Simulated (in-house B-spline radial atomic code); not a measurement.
Mg⁸⁺. Computed with a B-spline radial atomic code. Model: all-electron spherical atom, spin shells full or empty, radial basis limit, no spin-orbit coupling: exact exchange with a local potential (Slater, KLI or optimised effective potential, whose far tail is KLI's), no correlation.

The run also made RPA and GW results, which its time includes.

The Slater potential averages the orbital exchange potentials with the orbital densities as weights, KLI adds orbital constants, and the optimised effective potential minimises the exact-exchange energy among local potentials. So their energies lie above Hartree-Fock in the order OEP, KLI, Slater. All fall off as −1/r, unlike LDA and GGA exchange.

Command:
```bash
python run_gw.py task.json out
```
Settings (nuclear radius in fm, other lengths in bohr, energies in hartree):
```
Z                      12
electrons              4
configuration          [He] 2s2
hamiltonian            x2c
method                 kli
lmax                   9
rms_radius             3.057
spin_polarised         False
box_radius             7.7
intervals              99
ion_configuration      [He] 2s1
```

Time taken, with all properties: 5.2 s on 1 thread of Arm Neoverse N1, with other jobs on the host.

Given: hamiltonian one-electron scalar X2C; mean-field start exchange-only KLI.

Computed: energy above Hartree-Fock 1.1822 millihartree.

```json
{"radius (bohr)": "0.00417", "r times exchange potential (hartree bohr)": "-0.044598"}
{"radius (bohr)": "0.00491", "r times exchange potential (hartree bohr)": "-0.052474"}
{"radius (bohr)": "0.00578", "r times exchange potential (hartree bohr)": "?"}
{"radius (bohr)": "0.00681", "r times exchange potential (hartree bohr)": "-0.072605"}
{"radius (bohr)": "0.00802", "r times exchange potential (hartree bohr)": "-0.085344"}
{"radius (bohr)": "0.00945", "r times exchange potential (hartree bohr)": "-0.10031"}
{"radius (bohr)": "0.0111", "r times exchange potential (hartree bohr)": "-0.11743"}
{"radius (bohr)": "0.0131", "r times exchange potential (hartree bohr)": "-0.13795"}
{"radius (bohr)": "0.0155", "r times exchange potential (hartree bohr)": "-0.1622"}
{"radius (bohr)": "0.0182", "r times exchange potential (hartree bohr)": "-0.18895"}
{"radius (bohr)": "0.0214", "r times exchange potential (hartree bohr)": "-0.21983"}
{"radius (bohr)": "0.0253", "r times exchange potential (hartree bohr)": "-0.25619"}
{"radius (bohr)": "0.0298", "r times exchange potential (hartree bohr)": "-0.29625"}
{"radius (bohr)": "0.0351", "r times exchange potential (hartree bohr)": "-0.34068"}
{"radius (bohr)": "0.0413", "r times exchange potential (hartree bohr)": "-0.38881"}
{"radius (bohr)": "0.0487", "r times exchange potential (hartree bohr)": "-0.44072"}
{"radius (bohr)": "0.0573", "r times exchange potential (hartree bohr)": "-0.49364"}
{"radius (bohr)": "0.0675", "r times exchange potential (hartree bohr)": "-0.54655"}
{"radius (bohr)": "0.0796", "r times exchange potential (hartree bohr)": "-0.59655"}
{"radius (bohr)": "0.0937", "r times exchange potential (hartree bohr)": "-0.63936"}
{"radius (bohr)": "0.11", "r times exchange potential (hartree bohr)": "-0.67122"}
{"radius (bohr)": "0.13", "r times exchange potential (hartree bohr)": "?"}
{"radius (bohr)": "0.153", "r times exchange potential (hartree bohr)": "-0.68662"}
{"radius (bohr)": "0.181", "r times exchange potential (hartree bohr)": "-0.65645"}
{"radius (bohr)": "0.213", "r times exchange potential (hartree bohr)": "-0.59616"}
{"radius (bohr)": "0.251", "r times exchange potential (hartree bohr)": "-0.52771"}
{"radius (bohr)": "0.295", "r times exchange potential (hartree bohr)": "-0.52815"}
{"radius (bohr)": "0.348", "r times exchange potential (hartree bohr)": "-0.61745"}
{"radius (bohr)": "0.41", "r times exchange potential (hartree bohr)": "-0.72681"}
{"radius (bohr)": "0.483", "r times exchange potential (hartree bohr)": "-0.82042"}
{"radius (bohr)": "0.568", "r times exchange potential (hartree bohr)": "-0.89188"}
{"radius (bohr)": "0.67", "r times exchange potential (hartree bohr)": "-0.94304"}
{"radius (bohr)": "0.789", "r times exchange potential (hartree bohr)": "-0.97419"}
{"radius (bohr)": "0.929", "r times exchange potential (hartree bohr)": "-0.99036"}
{"radius (bohr)": "1.09", "r times exchange potential (hartree bohr)": "-0.99705"}
{"radius (bohr)": "1.29", "r times exchange potential (hartree bohr)": "-0.99937"}
{"radius (bohr)": "1.52", "r times exchange potential (hartree bohr)": "-0.9999"}
```

Q: What belongs in the row 0.00578?

A: r times exchange potential (hartree bohr): -0.061707.

Q: What belongs in the row 0.13?

A: r times exchange potential (hartree bohr): -0.68917.

```tsv
occupied	level (hartree)	Hartree-Fock level (hartree)
1s	-58.966	-60.586
2s	-11.915	-11.916
```

| empty | level (hartree) |
| --- | --- |
| 2p | -11.07 |
| 3s | -4.9792 |
| 3p | -4.7426 |
| 3d | -4.5471 |
| 4s | ? |
| 4p | -2.6307 |

Q: What belongs in the row 4s?

A: level (hartree): -2.727.
